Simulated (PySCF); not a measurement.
tin monoxide (OSn), singlet, geometry from GFN2-xTB (such geometries of metal compounds can be far from the true shape) (core potentials on Sn).

The PySCF input:
```python
from pyscf import gto, scf, dft

mol = gto.Mole()
mol.atom = '''
    Sn   -0.00000000   -0.00000000   -0.24879316
    O     0.00000000    0.00000000    1.55495727
'''
mol.basis = 'def2-svp'
mol.ecp = {'Sn': 'def2-svp'}
mol.verbose = 4
mol.build()

mf = dft.RKS(mol)
mf.xc = 'r2scan'
mf.kernel()
mf.analyze()
```

Q: What total energy does PySCF with R2SCAN/def2-SVP give?

A: -289.4853 Eh

Q: Estimate the number of basis functions that R2SCAN/def2-SVP returns for this input.

A: 40

Q: What HOMO energy does R2SCAN/def2-SVP give?

A: -6.61 eV

Q: Give the HOMO-LUMO gap at the level R2SCAN/def2-SVP.

A: 3.92 eV
